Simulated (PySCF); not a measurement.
## Excitation energy of Mo by level of theory

Mo [Kr] 4d5 5s1 (7S) → Mo [Kr] 4d4 5s1 6s1 (7D), as a difference of total energies. Calculation: PySCF 2.14, in aug-cc-pwCVDZ-PP with ECP28MDF (6s6p5d3f, 70 functions); scalar relativity through the core potential. Correlated levels: valence: 4s2 4p6 frozen. The calculations carry no spin-orbit coupling.

| method | excitation energy (eV) |
| --- | --- |
| UHF | 5.453 |
| MP2 (valence) | 6.094 |
| SCS-MP2 (valence) | 5.667 |
| CCSD (valence) | 6.080 |
| CCSD(T) (valence) | 6.102 |

**Question.** How much does correlation contribute at CCSD(T) (valence)?

**Answer.** 6.102 − (5.453) = 0.649 eV, measured against UHF.

The promoted electron is Rydberg-like, and one or two diffuse shells describe it only roughly, which tends to raise the upper state.
